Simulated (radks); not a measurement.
Isoelectronic series with 14 electrons, all held in the configuration [Ne] 3s2 3p2, which need not be the ground one along the series. Method: scalar-relativistic Kohn-Sham, PBE, spin-polarised, spherical densities, finite nucleus; open shells are filled with parallel spins first (spin-orbit coupling, left out, can overturn this in heavy ions); Fermi nuclear charge, rms radius of each element as measured or else 0.836 A^(1/3) + 0.57 fm; computed with a radial shooting solver on a logarithmic mesh with Libxc functionals. Total energies (hartree) and mean radii <r> (bohr) (* marks an orbital that is empty in some or all of the ions):

| ion | E (hartree) | 3p down* | 3p up | 3s down |
|---|---|---|---|---|
| Si | -289.86592 | 2.867 | 2.746 | 2.163 |
| S2+ | -397.84204 | 1.782 | 1.754 | 1.580 |
| Ar4+ | -523.96729 | 1.343 | 1.330 | 1.257 |
| Ca6+ | -668.26173 | 1.088 | 1.080 | 1.048 |
| Ti8+ | -830.78869 | 0.9175 | 0.9127 | 0.8999 |
| Cr10+ | -1011.63422 | 0.7949 | 0.7915 | 0.7895 |
| Fe12+ | -1210.90066 | 0.7019 | 0.6993 | 0.7035 |
| Ni14+ | -1428.70490 | 0.6286 | 0.6266 | 0.6344 |
| Zn16+ | -1665.17659 | 0.5694 | 0.5677 | 0.5777 |
| Ge18+ | -1920.45934 | 0.5204 | 0.5190 | 0.5302 |
| Se20+ | -2194.71043 | 0.4791 | 0.4780 | 0.4898 |
| Kr22+ | -2488.10008 | 0.4439 | 0.4430 | 0.4550 |
| Sr24+ | -2800.81282 | 0.4135 | 0.4127 | 0.4247 |
| Zr26+ | -3133.04743 | 0.3869 | 0.3863 | 0.3981 |
